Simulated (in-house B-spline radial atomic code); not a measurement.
Inner levels of bromine as electrons are removed. A shift is the extra binding of the orbital against the neutral atom ([Ar] 3d10 4s2 4p5). Computed with an all-electron radial atomic-structure program (B-spline basis): non-relativistic Hartree-Fock, average of the configuration, point nuclei.

This level leaves out relativity, spin-orbit splitting included, which matters for heavy ions.

| ion | configuration | shift of 1s (eV) | shift of 3d (eV) | shift of 3s (eV) | radius of 1s (bohr) | radius of 3d (bohr) | radius of 3s (bohr) | Σ<r²> (bohr²) | change of density at nucleus (bohr⁻³) |
| --- | --- | --- | --- | --- | --- | --- | --- | --- | --- |
| Br | [Ar] 3d10 4s2 4p5 | 0 | 0 | 0 | 0.043672 | 0.5841 | 0.55886 | 40.52 | - |
| Br+ | [Ar] 3d10 4s2 4p4 | 11.362 | 11.202 | 11.227 | 0.043672 | 0.58356 | 0.55876 | 31.999 | 2.8961 |
| Br2+ | [Ar] 3d10 4s2 4p3 | ? | ? | ? | ? | ? | ? | ? | ? |
| Br3+ | [Ar] 3d10 4s2 4p2 | 39.144 | 38.186 | 38.261 | 0.043672 | 0.58127 | 0.55835 | 20.413 | 10.412 |
| Br4+ | [Ar] 3d10 4s2 4p1 | 55.241 | 53.603 | 53.702 | 0.043671 | 0.57955 | 0.55803 | 16.123 | 14.907 |
| Br5+ | [Ar] 3d10 4s2 | 72.677 | 70.15 | 70.27 | 0.043671 | 0.57746 | 0.55763 | 12.466 | 19.854 |
| Br6+ | [Ar] 3d10 4s1 | ? | ? | ? | ? | ? | ? | ? | ? |
| Br7+ | [Ar] 3d10 | 113.15 | 108.5 | 107.92 | 0.043671 | 0.57154 | 0.55789 | 7.2072 | -35.964 |

Q: Fill in the row of Br2+.

A: shift of 1s (eV): 24.476; shift of 3d (eV): 24.004; shift of 3s (eV): 24.054; radius of 1s (bohr): 0.043672; radius of 3d (bohr): 0.58261; radius of 3s (bohr): 0.55859; Σ<r²> (bohr²): 25.57; change of density at nucleus (bohr⁻³): 6.3953.

Q: Fill in the row of Br6+.

A: shift of 1s (eV): 92.36; shift of 3d (eV): 88.868; shift of 3s (eV): 88.664; radius of 1s (bohr): 0.043671; radius of 3d (bohr): 0.57462; radius of 3s (bohr): 0.55806; Σ<r²> (bohr²): 9.6863; change of density at nucleus (bohr⁻³): -5.7814.
